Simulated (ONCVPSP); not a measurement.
## An all-electron radial function and its pseudo partner (Li)

Columns: radius, all-electron u(r) and pseudo u(r) of the 2s shell (level -2.87 eV) of lithium in the configuration [He] 2s1; LDA (Perdew-Wang 92), scalar-relativistic, ONCV scheme, ONCVPSP 4.0.1.

```csv
r (bohr),all-electron,pseudo
0.160,-0.1602,0.0324
0.320,-0.1900,0.0640
0.480,-0.1566,0.0949
0.640,-0.0941,0.1256
0.800,-0.0201,0.1570
0.960,0.0558,0.1897
1.120,0.1287,0.2233
1.280,0.1958,0.2566
1.440,0.2561,0.2886
1.600,0.3092,0.3189
1.760,0.3553,0.3481
1.920,0.3946,0.3771
2.080,0.4274,0.4065
2.240,0.4542,0.4355
2.400,0.4755,0.4622
2.560,0.4916,0.4842
2.720,0.5030,0.5001
2.880,0.5101,0.5095
3.040,0.5135,0.5135
3.200,0.5136,0.5136
3.360,0.5107,0.5107
3.520,0.5053,0.5053
3.680,0.4976,0.4976
3.840,0.4881,0.4881
4.000,0.4771,0.4771
4.160,0.4647,0.4647
```

**Question.** How many radial nodes do the two functions have?

**Answer.** The all-electron 2s function has n − l − 1 = 1; the pseudo-wave has 0, since the states of the same l below it are removed with the core.

**Question.** At about which radius was the pseudo-wave matched?

**Answer.** 3.20 bohr, where the columns begin to agree (steps of 0.16 bohr).

**Question.** Is the pseudo-wave norm-conserving?

**Answer.** Yes: the ONCV scheme keeps the norm inside the radius equal to the all-electron one, which fixes the energy derivative of the logarithmic derivative at the level.
